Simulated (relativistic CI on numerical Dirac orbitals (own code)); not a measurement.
Br: calculation against measurement

Computed by Dirac-Coulomb-Breit CI, separate exchange-only KLI orbitals for each configuration, model QED, valence Slater integrals scaled by 0.85, P86 correlation energy added to each configuration (own radial code, finite nucleus).

Configurations in the expansion (outside the closed core [Ar] 3d10): 4s2.4p5, 4s2.4p4.5s, 4s2.4p4.5p, 4s2.4p4.4d, 4s.4p6, 4s2.4p4.6s, 4s2.4p4.6p, 4s2.4p4.5d, 4s2.4p4.4f, 4s2.4p4.6d, 4s2.4p4.5f, 4s2.4p4.5g, 4s2.4p4.6f, 4s2.4p3.4d2, 4s2.4p2.4d2.5s, 4s2.4p2.4d2.5p, 4s2.4p2.4d3, 4s2.4p2.4d2.6s, 4s2.4p2.4d2.6p. Double excitations out of closed p, d and f shells are left out; levels of such configurations are missing from the list, as are those of other unlisted configurations, and high levels can miss mixing partners. These lack a partner that the ground configuration has and come out too high: 4s2.4p4.5d, 4s2.4p4.4f, 4s2.4p4.6d, 4s2.4p4.5f, 4s2.4p4.5g.

```csv
Configuration,Term (tabulated),J,Measured (cm⁻¹),Computed,Error,Purity (%)
4s2.4p5,2P°,3/2,0.0,0,0,99
4s2.4p5,2P°,1/2,3685.2,3685,0,99
4s2.4p4.5s,4P,5/2,63436.4,63232,-205,97
4s2.4p4.5s,4P,3/2,64907.2,64794,-113,56
4s2.4p4.5s,4P,1/2,66883.9,66706,-178,95
4s2.4p4.5s,2P,3/2,67183.6,67088,-96,55
4s2.4p4.5s,2P,1/2,68970.2,68956,-15,95
4s2.4p4.5p,4P°,5/2,74672.3,73280,-1392,80
4s2.4p4.5p,4P°,3/2,75009.1,73625,-1384,66
4s2.4p4.5p,4D° †,7/2,75521.5,74020,-1501,97
4s2.4p4.5p,4D° †,5/2,75697.1,77027,1330,60
4s2.4p4.5s,2D,5/2,75890.3,76376,485,95
4s2.4p4.5s,2D,3/2,75908.5,76417,509,93
4s2.4p4.5p,4D° †,3/2,76743.1,77229,486,69
4s2.4p4.5p,2D°,5/2,78511.6,74258,-4254,73
4s2.4p4.5p,4D° †,1/2,78865.7,77387,-1479,91
4s2.4p4.5p,2F°,5/2,87061.2,86287,-774,96
4s2.4p4.5p,2F°,7/2,87225.2,86410,-815,96
4s2.4p4.5p,2P°,3/2,87259.3,86584,-675,58
4s2.4p4.5p,2D°,3/2,88438.8,87418,-1021,84
4s2.4p4.5p,2D°,5/2,88483.4,87542,-942,74
4s2.4p4.5s,2S,1/2,91937.9,92987,1049,71
```

Measured levels from NIST Handbook of Basic Atomic Spectroscopic Data (Sansonetti and Martin, J. Phys. Chem. Ref. Data 34, 1559 (2005)); pairs were made by configuration, J and term (by order where the table uses no LS term), so strongly mixed levels may be paired wrongly.

Mean error by configuration (cm⁻¹): 4s2.4p5 0; 4s2.4p4.5s 180; 4s2.4p4.5p -1407. Over the excited levels the mean absolute error is 818 cm⁻¹ (21 of the 28 excited levels that our extract of the source holds in range could be paired, and the others can miss by more), and the median relative error of those above 1,000 cm⁻¹ is 0.77 %. † marks terms whose computed intervals miss the measured ones by more than a factor of 2.5, or configurations far off the rest, from wrong mixing, a near crossing or a doubtful label or measurement; they are left out of the means.

Transition probabilities of persistent lines. The last column rescales the computed rate by the cube of measured over computed energy:

| λ measured (Å) | Lower | Upper | A tabulated (s⁻¹) | A computed | A rescaled |
| --- | --- | --- | --- | --- | --- |
| 1488.45 vacuum | 4s2.4p5 2P°_3/2 | 4s2.4p4.5s 2P_3/2 | 2.00e+08 | 3.64e+08 | 3.66e+08 |
| 1540.65 vacuum | 4s2.4p5 2P°_3/2 | 4s2.4p4.5s 4P_3/2 | 2.20e+08 | 2.70e+08 | 2.72e+08 |
| 1574.84 vacuum | 4s2.4p5 2P°_1/2 | 4s2.4p4.5s 2P_3/2 | 2.00e+07 | 4.54e+07 | 4.56e+07 |
| 1633.40 vacuum | 4s2.4p5 2P°_1/2 | 4s2.4p4.5s 4P_3/2 | 2.30e+07 | 2.12e+07 | 2.13e+07 |
| 7348.51 air | 4s2.4p4.5s 4P_3/2 | 4s2.4p4.5p 2D°_5/2 | 1.20e+07 | 2.00e+07 | 5.94e+07 |
| 7512.96 air | 4s2.4p4.5s 4P_5/2 | 4s2.4p4.5p 4D°_3/2 | 1.20e+07 | 4.84e+05 | 4.16e+05 |
| 8343.70 air | 4s2.4p4.5s 4P_1/2 | 4s2.4p4.5p 4D°_1/2 | 2.20e+07 | 2.71e+07 | 3.82e+07 |
| 8446.55 air | 4s2.4p4.5s 4P_3/2 | 4s2.4p4.5p 4D°_3/2 | 1.20e+07 | 4.63e+05 | 3.99e+05 |
